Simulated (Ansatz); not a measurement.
Cartesian coordinates in Å:
```
N -0.243 -0.895 -0.805
Nb 0.053 0.557 0.446
O -1.356 1.468 0.340
Cl 0.318 -0.280 2.574
Cl 1.874 1.802 -0.209
H 0.427 -1.632 -0.982
H -1.075 -1.020 -1.364
```

Total charge 0; spin multiplicity 1. Nb: def2 effective core potential.

List the B3LYP/def2-TZVPP orbital energies in eV (the Gaussian-basis code of Ansatz). (Estimate.)

The calculation gave: Occupied: -2762.57, -2762.57, -521.30, -390.43, -257.33, -257.33, -196.29, -196.29, -196.25, -196.25, -196.23, -196.23, -66.20, -41.27, -40.64, -40.56, -24.82, -23.75, -22.22, -22.10, -14.59, -12.23, -11.13, -10.91, -10.74, -10.41, -10.31, -9.60, -9.46, -9.18, -9.00, -8.53. Lowest empty: -2.64, -2.20, -1.14, -1.06, -0.59, -0.29, 0.52, 0.85.

B3LYP here is the variant with VWN-RPA as its local correlation; programs differ in this.
